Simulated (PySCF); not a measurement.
**Electron correlation in Pm⁴⁴⁺ (promethium, charge +44)**

[Ne] 3s2 3p5, 2P determinant. All numbers are calculated (PySCF 2.14, scalar relativity by spin-free X2C-1e, in an even-tempered Gaussian basis (18 s from 8.8 bohr⁻², ratio 2.5; 12 p from 11 bohr⁻², ratio 2.5; 4 d from 50 bohr⁻², ratio 2.7; 4 f from 74 bohr⁻², ratio 2.7)). Frozen: 1s2; 15 electrons correlated; the 21 highest virtual orbitals of each spin left out.

| level | correlation energy (mhartree) |
| --- | --- |
| CCSD | -631.58 |
| (T) | -0.93 |
| CCSD(T) | -632.51 |

Diagnostics: T1 = 0.00042, D1 = 0.0019, largest double amplitude 0.019.

**Question.** Is a single reference adequate?

**Answer.** Yes, within this model without spin-orbit coupling: T1 lies below 0.03 and no double amplitude reaches 0.07.

At this charge the one-electron X2C treatment keeps the bare 1/r₁₂, with no two-electron picture change or Breit term. The effect here is smaller than on the frozen 1s shell; and a scalar Hamiltonian misses the large spin-orbit splitting of the p shells, which matters for ns² → np² pairs.
